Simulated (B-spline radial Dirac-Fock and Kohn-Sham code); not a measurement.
K-line shifts caused by a second vacancy in Rh⁵⁺

System: the Rh⁵⁺ ion, [Kr] 4d4.

The run's input, task.json:

```json
{"items": [{
  "Z": 45,
  "q": 5,
  "cfg": [[1, 0, 2], [2, 0, 2], [2, 1, 6], [3, 0, 2], [3, 1, 6], [3, 2, 10], [4, 0, 2], [4, 1, 6], [4, 2, 4]],
  "A": 103,
  "rrms": 4.4945,
  "do": ["binding", "quiet", "double"]
}]}
```

Launch: `python xray_run.py task.json out`

Calculated with a B-spline atomic structure program, using Dirac-Fock (average of configuration) total-energy differences with a finite nucleus, the Breit interaction including its frequency dependence, and self-energy and vacuum-polarisation corrections. Each two-hole energy is an average over J within one jj subconfiguration, not an observable level; in light atoms, where LS coupling holds, the j-resolved values are not observed lines, and for a K spectator the Kα1 hypersatellite is nearly forbidden. The model has no electron correlation.

Lines without a spectator: Kα2 (K-L2) 20071.1 eV, Kα1 (K-L3) 20213.6 eV, Kβ3 (K-M2) 22695.7 eV, Kβ1 (K-M3) 22720.9 eV. Shifts in eV with one spectator hole (a dash: not computed, or left out as unreliable):

```
spectator hole     Kα2     Kα1     Kβ3     Kβ1
        K (1s)  +507.1  +520.0  +645.0  +647.7
    L2 (2p1/2)   +54.3   +67.9       –  +146.2
    L3 (2p3/2)   +55.0   +54.6  +132.3       –
    M2 (3p1/2)       –   +7.21  +16.96  +20.70
    M3 (3p3/2)   +5.57       –  +18.05  +17.47
    M4 (3d3/2)   +0.70   -1.57       –       –
    M5 (3d5/2)   -1.92   -0.31       –       –
```

With n spectator holes in 2p, averaged over the 2p shell (energies in eV):

```
n     KαLⁿ   step  hypersatellite KαʰLⁿ
0  20166.0      –               20681.7
1  20224.3  +58.3               20741.4
2  20283.8  +59.5               20802.3
3  20344.5  +60.7               20864.4
4  20406.5  +62.0               20927.8
5  20469.8  +63.3               20992.5
```
